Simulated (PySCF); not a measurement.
Simulation results for Al2BH4O

Calculation on a computer-drawn molecule: optimised geometry and harmonic frequencies of an isolated molecule of the commonest isotopes, restricted reference for singlets and unrestricted otherwise, frozen core in MP2. Program: PySCF 2.14.0.

### Al2BH4O

Start structure:
```xyz
8
Al2BH4O
B     -1.5093    -0.3898    -3.1474
Al    -1.0136    -0.4106    -1.2716
O     -0.6554    -0.2948     0.4726
Al    -0.3566    -0.2014     2.0810
H     -0.5230    -0.5239    -3.8703
H     -2.5422    -0.8628    -3.4562
H     -0.6741     1.1316     2.7859
H      0.3955    -1.3939     2.7361
```

| Property | Result |
| --- | --- |
| charge | 0 |
| multiplicity | 2 |
| method | HF |
| basis | cc-pV(D+d)Z |
| rotational constants | 19.78, 1.713, 1.637 GHz |
| total energy | -585.7627 hartree |
| spin squared | 0.8142 |
| convergence status largest gradient component | 2.427e-05 hartree/bohr |

Drawn bonds:
```
atom  other atom  order
   1           2      1
   2           3      1
   3           4      1
   1           5      1
   1           6      1
   4           7      1
   4           8      1
```

Optimised structure:
```xyz
8
Al2BH4O
B     -1.2880    -0.4537    -2.9780
Al    -1.5986    -1.2657    -1.0153
O     -0.9667    -0.6911     0.4401
Al    -0.3507    -0.1419     1.9068
H     -0.4437    -0.9084    -3.7047
H     -2.0903     0.2988    -3.4658
H     -1.1733     0.9193     2.7330
H      1.0326    -0.7029     2.4139
```

Modes:
```
frequency (cm⁻¹)  reduced mass (dalton)
           56.76                  1.127
           74.11                  4.369
           106.8                  2.787
           179.3                  6.613
           200.5                  1.232
           453.1                  5.425
           501.1                  1.197
           600.7                  8.046
           611.7                  1.269
           675.4                  1.192
           852.4                  1.352
           861.2                  1.118
            1091                  14.06
            1198                  1.146
            1995                  1.062
            2006                  1.023
            2645                  1.051
            2727                  1.124
```
